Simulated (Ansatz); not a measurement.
Two isomers of AlGeH4NO: A = `[NH2][GeH]1[O][AlH]1`, B = `[OH][GeH]1[NH][AlH]1`.

Computed with Ansatz on PBE0-D4/def2-TZVP structures; ΔE is electronic, products minus reactants. CBS: MP2 limit from def2 TZ/QZ plus the TZ coupled-cluster correction, frozen cores. Functionals use def2-TZVPP. B3LYP here is the variant with VWN-RPA as its local correlation; programs differ in this. For Ge outer-core shells are correlated without core-valence functions, which leaves a few kJ/mol of doubt a bond. Scalar relativity is left out up to krypton. One conformer a species, not always the lowest.

(1) Which is lower in electronic energy at CCSD(T)/CBS, and by how much? (Estimate.)

(2) Give E(B) − E(A) in kcal/mol with PBE-D4, PBE0-D4, B3LYP, ωB97M-V, CCSD(T)/def2-TZVPP, CCSD/def2-TZVPP, B3LYP-D4. (Estimate.)

(3) Does the order hold for the free energy at 298.15 K (harmonic terms from PBE0-D4)? (Best estimate.)

Largest T1 diagnostic: 0.015.

Results:

(1) Computed: A, by 6.8 kcal/mol.

(2) The calculation gave: PBE-D4 6.6, PBE0-D4 6.3, B3LYP 7.4, ωB97M-V 7.2, CCSD(T)/def2-TZVPP 6.7, CCSD/def2-TZVPP 6.7, B3LYP-D4 7.3. None reverses the order clearly.

(3) Computed: Yes: G(B) − G(A) = +6.6 kcal/mol, for one conformer each.

Leaving LDA and LC-ωPBE aside and taking each functional with its dispersion term where it has one, the values, not all of them listed here, spread over 1.4 kcal/mol, from HSE06-D4 to CAM-B3LYP-D4. At CCSD(T), def2-SVP lies −0.9 kcal/mol from the extrapolated value and def2-TZVPP −0.1 kcal/mol.
